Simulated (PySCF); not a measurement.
A structure optimised at B3LYP-D3(BJ)/def2-SVP, used in a PySCF frequency run:

```
Si
C 1 1.8534
H 2 1.1007 1 110.03
H 2 1.1007 3 108.91 1 -120.68
H 2 1.1007 3 108.91 4 -118.65
Cl 1 2.0638 2 110.45 3 -60.00
Cl 1 2.0638 2 110.45 3 -180.00
Cl 1 2.0638 2 110.45 3 60.00
```
Charge 0, spin multiplicity 1.

Question: Write its SMILES, formula and point group.

Answer: C[Si](Cl)(Cl)Cl, CH3Cl3Si, C3v

Question: What are its rotational constants (standard atomic weights)?

Answer: 1.7026, 1.7026, 1.2605 GHz
